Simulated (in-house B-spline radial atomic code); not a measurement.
## Ti2+: [Ne] 3s2 3p5 3d3 (an excited or competing configuration)

Method: non-relativistic LDA PW92, spin-polarised, spherical fractional occupations, point nucleus. Calculated with an all-electron radial atomic-structure program (B-spline basis).

Z_r = [3n² - l(l+1)]/(2<r>); Z_e = n√(-2ε); the last column is Slater's effective charge. Values are occupation-weighted means over spin.

| shell | electrons | ε (eV) | <r> (bohr) | Z_r | Z_e | Slater |
| --- | --- | --- | --- | --- | --- | --- |
| 1s | 2 | -4844.4 | 0.0703 | 21.34 | 18.87 | 21.70 |
| 2s | 2 | -547.23 | 0.3283 | 18.27 | 12.68 | 17.85 |
| 2p | 6 | -461.2 | 0.291 | 17.18 | 11.64 | 17.85 |
| 3s | 2 | -78.18 | 1.013 | 13.33 | 7.19 | 11.10 |
| 3p | 5 | -55.806 | 1.081 | 11.57 | 6.08 | 11.10 |
| 3d | 3 | -22.362 | 1.359 | 7.73 | 3.85 | 4.30 |

The least bound orbital is 3d up at -22.36 eV, and it is also the most diffuse (<r> = 1.359 bohr).
